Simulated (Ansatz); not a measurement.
A nudged elastic band was laid between two geometries of CH₅AlFO (9 atoms, charge 1, multiplicity 1).

The calculation used Ansatz 0.2.0, RKS B3LYP-D4/def2-SVP.

```
movable images  : 7
climbing image  : yes
spring          : 5.0 eV/Å²
optimiser       : quadratic models (default)
start path      : IDPP
force threshold : 0.03 eV/Å
iteration limit : 44
end points      : relaxed
```

First end point:

```xyz
9
Properties=species:S:1:pos:R:3
O -0.430 1.224 -0.129
C 0.749 0.277 -0.230
Al -0.014 -1.422 0.547
F -1.607 -0.825 0.591
H -0.542 1.888 -0.836
H -1.261 0.691 0.071
H 1.022 0.212 -1.294
H 1.565 0.773 0.314
H 0.518 -2.817 0.965
```

Last end point:

```xyz
9
Properties=species:S:1:pos:R:3
O -0.545 1.027 -0.588
C 0.719 0.225 -0.351
Al 0.012 -1.379 0.648
F -1.542 -0.714 0.852
H -0.476 2.001 -0.573
H -1.282 0.656 -0.009
H 1.150 0.065 -1.349
H 1.402 0.862 0.232
H 0.562 -2.743 1.138
```

Q: Which bonds break or form, and what moves?

A: No bond is made or broken. The height of O1 over the plane of its neighbours goes from 0.29 to -0.29 Å. The two ends are copies of one structure, up to a mirror image or an exchange of like atoms.

Q: Give the energies along the band, and the barrier.

A: The forces met the threshold. The highest image is number 4 of 0 to 8, 4.1 kJ/mol above the ends, which have the same energy within 2 meV. A vibrational analysis at the climbing image gives one clearly imaginary mode, 381i cm⁻¹: a first-order saddle point. Limits of this set-up: the dipole of an ion depends on the origin.

```tsv
image	path coordinate (Å)	energy (kJ/mol)	height of O1 over the plane of its neighbours (Å)
0	0.00	0.0	0.29
1	0.10	0.4	0.25
2	0.19	1.7	0.18
3	0.29	3.3	0.09
4	0.38	4.1	0.00
5	0.48	3.4	-0.09
6	0.57	1.7	-0.18
7	0.67	0.4	-0.25
8	0.76	0.0	-0.29
```

Q: What is the geometry of the highest image?

A: 
```xyz
9
Properties=species:S:1:pos:R:3
O -0.485 1.108 -0.358
C 0.741 0.248 -0.289
Al 0.001 -1.403 0.605
F -1.583 -0.793 0.732
H -0.509 2.005 -0.739
H -1.305 0.680 0.029
H 1.096 0.121 -1.323
H 1.492 0.812 0.282
H 0.552 -2.779 1.061
```

Q: What are the harmonic wavenumbers there?

A: 381i, 158, 271, 387, 399, 526, 616, 617, 723, 767, 842, 1018, 1215, 1279, 1441, 1506, 2082, 3085, 3158, 3235, 3746 cm⁻¹.

The run took 3.3 min on 1 thread of Arm Neoverse N1, on a shared host, peak memory 0.16 GiB.
